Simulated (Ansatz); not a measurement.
Basis-set extrapolation for C$_{2}$H$_{6}$SSi, SMILES `CC([SiH3])=S` (PBE0-D4/def2-TZVP geometry, frozen core, Ansatz). Multiplicity 1, RHF reference.

```csv
,def2-TZVPP,def2-QZVPP
HF,-765.714626,-765.738593
MP2 correlation,-0.633760,-0.679095
CCSD(T) correlation,-0.716794,not run
```

Energies in hartree. Use E(X) = E(∞) + A·exp(−7.88·√X) for Hartree–Fock and E(X) = E(∞) + B·X^(−2.97) for correlation, with X = 3 and 4, and add CCSD(T) minus MP2 of the smaller set to the MP2 limit.

**Question.** What is the CCSD(T) energy at the basis-set limit?

**Answer.** HF limit: -765.738593 + (-0.023967) × 0.13774 = -765.74189. MP2 limit: -0.679095 + (-0.045335) × 0.74074 = -0.71268. Higher-order term: -0.716794 − (-0.633760) = -0.08303. Total: -766.53760 hartree, 278.8 kJ/mol below CCSD(T)/def2-TZVPP.
